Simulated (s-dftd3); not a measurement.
C$_{2}$H$_{6}$OZn (SMILES C[CH2][Zn][OH]), singlet, at a GFN2-xTB geometry (such geometries of metal compounds can be far from the true shape); D3(bj) for r2scan run with s-dftd3.

s-dftd3 was given this input:
```
$ s-dftd3 mol.xyz --bj r2scan --json dftd3.json --noedisp --grad

# file mol.xyz
10

Zn     0.51336456     0.04268395     0.35947764
C     -0.18985124    -1.05497978    -1.17737509
C     -1.57289452    -0.53229609    -1.54371968
H     -0.25714403    -2.10520493    -0.90394124
H      0.46664509    -0.98835194    -2.04136197
H     -1.53274000     0.50864029    -1.85911762
H     -2.26093044    -0.60806788    -0.70373102
H     -1.98257239    -1.11857733    -2.36859514
O      0.03734617     1.34267470     1.41084832
H      0.44351018     1.81330083     2.13219997
```

The log (banner, timings and long lists left out):

```
-----------------------------------
 s i m p l e   D F T - D 3  v1.4.0
-----------------------------------

Rational (Becke-Johnson) damping: r2scan-D3(BJ)
---------------------
  s6         1.0000
  s8         0.7898
  s9         0.0000
  a1         0.4948
  a2         5.7308
 alp        14.0000
--------------------

Dispersion energy:      -1.6777154669823E-03 Eh

Gradient norm:           7.6536863362278E-05 Eh/a0
--------------------------------------------------
     #    Z           dE/dx      dE/dy      dE/dz
--------------------------------------------------
     1   30 Zn    2.114E-05  5.804E-06  1.923E-05
     2    6 C     6.881E-07 -1.248E-05 -1.219E-05
     3    6 C    -1.141E-05 -8.030E-06 -1.552E-05
     4    1 H     2.402E-06 -1.152E-05 -4.552E-06
     5    1 H     5.309E-06 -6.962E-06 -9.044E-06
     6    1 H    -1.086E-05  1.329E-06 -1.339E-05
     7    1 H    -1.489E-05 -4.896E-06 -7.038E-06
     8    1 H    -1.285E-05 -5.295E-06 -1.344E-05
     9    8 O     1.394E-05  2.824E-05  3.775E-05
    10    1 H     6.525E-06  1.381E-05  1.819E-05
--------------------------------------------------

Virial:
--------------------------------------------------
      component           x          y          z
--------------------------------------------------
          x       2.074E-04  8.391E-05  2.005E-04
          y       8.391E-05  2.294E-04  2.582E-04
          z       2.005E-04  2.582E-04  4.186E-04
--------------------------------------------------

[Info] JSON dump of results written to 'dftd3.json'
```
